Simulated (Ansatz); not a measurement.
Energy profile

The step: SiF₄ ([F][Si]([F])([F])[F]) + H₂ → SiHF₃ ([F][SiH]([F])[F]) + HF; bonds formed: Si1–H7, F2–H6; bonds broken: Si1–F2, H6–H7 (atoms numbered as in the saddle structure below).

```xyz
7
angstrom
Si -0.3423 0.2080 -0.0157
F 1.0354 -0.3421 1.0975
F -1.1553 0.3402 -1.3763
F -0.0174 1.7103 0.3021
F -1.3917 -0.5056 0.9079
H 1.1570 -0.7191 -0.0059
H 0.7144 -0.6916 -0.9096
```

Electronic energies by CCSD(T) at an estimated basis limit (MP2 extrapolated from triple and quadruple zeta, plus CCSD(T) − MP2 in triple zeta), on PBE0-D4/def2-TZVP structures; SiH2F4, singlet; no counterpoise correction. Computed with Ansatz 0.2.0 (basis: def2-TZVPP and def2-QZVPP); correlated methods freeze the cores. Extrapolation: Hartree–Fock as exp(−7.88 √X), correlation as X^−2.97.

Give the profile in kJ/mol, counted from the separated reactants. (Judge from chemistry; the value comes from the calculation.)

The calculation gives:
```
                                                                                                point  kJ/mol
separated: SiF4 (linked as [F][Si]([F])([F])[F]; Si1, F2, F3, F4, F5; singlet) + H2 (H6, H7; singlet)     0.0
                                                                                      start structure    -1.3
                                                                                               saddle   263.6
                                                                                        end structure   111.8
   separated: SiHF3 (linked as [F][SiH]([F])[F]; Si1, F3, F4, F5, H7; singlet) + HF (F2, H6; singlet)   123.4
```

No T1 diagnostic of these runs exceeds 0.013.

For scale, one of the runs: CCSD(T)/def2-TZVPP, 194 basis functions, launched by `ansatz run in.yaml --threads 4 --pin off --events-out ev --progress --plain --max-ram 9574MiB`. Time: 86 s of wall clock on 4 CPU threads of an Intel Xeon; the host was shared. Peak host memory: 2.5 GiB.
